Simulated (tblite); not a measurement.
B2H6OSi.
SMILES with atom numbers: `[BH2:1][BH:2][SiH2:3][OH:4]` (hydrogens: H5, H6 on B1; H7 on B2; H8, H9 on Si3; H10 on O4)

Computed with GFN2-xTB (tblite), gas phase: L-BFGS steps from a force-field or distance-geometry start until the largest atomic force falls under 0.01 eV/Å.

Step 89: E = -308.0098 eV
```
atom  x, y, z in Å  |  force x, y, z in eV/Å
B1      1.5585   -0.9244    0.1981   -0.020  -0.022  -0.015
B2      0.8546    0.2260   -0.6511    0.012   0.008  -0.006
Si3    -1.0125    0.7392   -0.2788    0.023   0.038   0.017
O4     -1.6364    0.0970    1.0967   -0.006  -0.002   0.002
H5      1.5523   -2.0697   -0.0763   -0.036   0.017  -0.021
H6      2.0824   -0.6992    1.2266    0.017   0.025   0.030
H7      1.3582    0.8837   -1.4824    0.004  -0.014  -0.024
H8     -1.9534    0.4279   -1.3781    0.039  -0.029   0.004
H9     -1.1864    2.1612    0.0451   -0.024  -0.018   0.016
H10    -1.6086   -0.8371    1.2777   -0.009  -0.002  -0.002
```

Step 90: E = -308.0106 eV
```
atom  x, y, z in Å  |  force x, y, z in eV/Å
B1      1.5610   -0.9200    0.2014   -0.006  -0.004   0.008
B2      0.8560    0.2272   -0.6502   -0.007   0.009   0.016
Si3    -1.0118    0.7384   -0.2773    0.064   0.054  -0.006
O4     -1.6358    0.0956    1.0954   -0.037  -0.029   0.044
H5      1.5415   -2.0642   -0.0732   -0.032  -0.012  -0.026
H6      2.0963   -0.7018    1.2267   -0.001   0.028   0.005
H7      1.3490    0.8808   -1.4891    0.030  -0.005  -0.045
H8     -1.9442    0.4282   -1.3835    0.021  -0.030   0.004
H9     -1.1861    2.1594    0.0508   -0.026  -0.019   0.010
H10    -1.6171   -0.8389    1.2765   -0.005   0.007  -0.010
```

Q: Estimate the geometry and energy of step 91. (The exact step hangs on the optimiser's Hessian estimate; all steps are aligned on step 90, rigid shifts and turns removed.)

A: E = -308.0113 eV, largest force 0.098 eV/Å
```
atom  x, y, z in Å  |  force x, y, z in eV/Å
B1      1.5634   -0.9157    0.2057    0.000   0.007  -0.008
B2      0.8567    0.2278   -0.6504   -0.008   0.002   0.037
Si3    -1.0105    0.7390   -0.2747    0.079   0.058   0.000
O4     -1.6402    0.0915    1.0928   -0.043  -0.042   0.056
H5      1.5320   -2.0601   -0.0671   -0.030  -0.018  -0.022
H6      2.1129   -0.6994    1.2239   -0.011   0.029   0.001
H7      1.3425    0.8737   -1.4991    0.036  -0.005  -0.047
H8     -1.9350    0.4324   -1.3875    0.004  -0.030   0.000
H9     -1.1853    2.1589    0.0596   -0.026  -0.025   0.006
H10    -1.6277   -0.8435    1.2742    0.000   0.024  -0.023
```

The energy changes by -0.0007 eV. The first-order estimate −F·Δx gives -0.0009 eV and the mean of the old and new forces, exact on a quadratic surface, -0.0007 eV. The step makes an angle of 79° with the force vector and moves no atom by more than 0.017 Å.

The cost below is that of the whole relaxation. Time: 0.41 s of wall time. Hardware: an Arm Neoverse V1 with one thread (shared host).
